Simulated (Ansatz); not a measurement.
Consider the substitution at a C–Si bond: `C[SiH](N)[TeH]` + `C#CCO` → `C#CCOC` + `N[SiH2][TeH]`.

Gas-phase electronic energies from Ansatz, PBE0-D4/def2-TZVP geometries. CCSD(T)/CBS is the MP2 limit (def2-TZVPP, def2-QZVPP) plus CCSD(T) − MP2 in def2-TZVPP, frozen cores. This one scheme is used for every species. DFT in def2-TZVPP. B3LYP here is the variant with VWN-RPA as its local correlation; programs differ in this. def2 core potentials past Kr. For Te outer-core shells are correlated without core-valence functions, which leaves a few kJ/mol of doubt a bond. One conformer a species, not always the lowest.

```tsv
level	ΔE (kJ/mol)	difference from CCSD(T)/CBS
PBE-D4	87.9	-4.9
r2SCAN-D4	90.0	-2.8
PBE0-D4	91.1	-1.7
B3LYP-D4	85.8	-7.0
ωB97X-V	86.0	-6.8
ωB97M-V	91.5	-1.3
B2PLYP	85.3	-7.5
PBE	84.9	-7.9
r2SCAN	89.3	-3.5
PBE0	88.3	-4.5
B3LYP	80.6	-12.2
HF/def2-TZVPP	76.6	-16.2
MP2/def2-TZVPP	95.3	2.5
SCS-MP2/def2-TZVPP	87.5	-5.3
CCSD/def2-TZVPP	88.0	-4.8
CCSD(T)/def2-TZVPP	88.6	-4.2
HF/def2-QZVPP	76.1	-16.7
MP2/def2-QZVPP	97.6	4.8
SCS-MP2/def2-QZVPP	89.9	-2.9
HF/CBS(def2)	76.0	-16.8
MP2/CBS(def2)	99.5	6.7
CCSD/CBS(def2)	92.2	-0.6
CCSD(T)/CBS	92.8	0
```

Largest T1 diagnostic among the species: 0.012.

From PBE to PBE0 (25 % exact exchange), in def2-TZVPP and without D4, ΔE moves by +3.4 kJ/mol. The D4 term adds +5.2 kJ/mol with B3LYP and +2.7 kJ/mol with PBE0; it sums over pairs of atoms, weighted by their polarisabilities, and B3LYP, whose exchange is more repulsive, gets the larger term. In def2-TZVPP, CCSD(T) changes the Hartree–Fock value by +12.1 kJ/mol (the triples alone add +0.6 kJ/mol) and MP2 by +18.8 kJ/mol.
